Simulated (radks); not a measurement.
The zinc ion Zn9+, configuration [Ne] 3s1 3p6 3d4 (not the ground configuration).

Calculated with a radial shooting solver on a logarithmic mesh with Libxc functionals: scalar-relativistic Kohn-Sham, PBE, spin-polarised, spherical densities, finite nucleus; open shells are filled with parallel spins first; Fermi nuclear charge, rms radius 3.9283 fm.

Energy parts (hartree):
part                       energy
total                 -1761.01170
kinetic                1789.86256
electron-nucleus      -4061.84962
Hartree                 575.21026
exchange-correlation    -64.23490

Orbitals (lengths in bohr, moments of r in powers of bohr; <r^-3> diverges for s and p1/2):
| orbital | occ. | eigenvalue (hartree) | <1/r> | <r^-3> |
|---|---|---|---|---|
| 1s up | 1 | -358.8524 | 30.23 | - |
| 1s down | 1 | -358.8226 | 30.22 | - |
| 2s up | 1 | -51.46278 | 6.589 | - |
| 2s down | 1 | -51.27790 | 6.603 | - |
| 2p up | 3 | -45.78116 | 6.462 | 794.2 |
| 2p down | 3 | -45.63577 | 6.475 | 797.8 |
| 3s up | 1 | -12.73346 | 2.264 | - |
| 3s down | 0 | -12.36593 | 2.243 | - |
| 3p up | 3 | -10.98402 | 2.153 | 129.0 |
| 3p down | 3 | -10.62241 | 2.131 | 126.0 |
| 3d up | 4 | -8.18609 | 1.957 | 15.94 |
| 3d down | 0 | -7.81970 | 1.936 | 15.66 |

The highest occupied level is 3d up at -222.75 eV. The configuration is held as typed, so some empty levels lie below it. Spin moment in Bohr magnetons: 5. The spin density at the nucleus is 191.1 e/bohr^3 (1s 1.1, 2s -5.0, 3s 195.0).
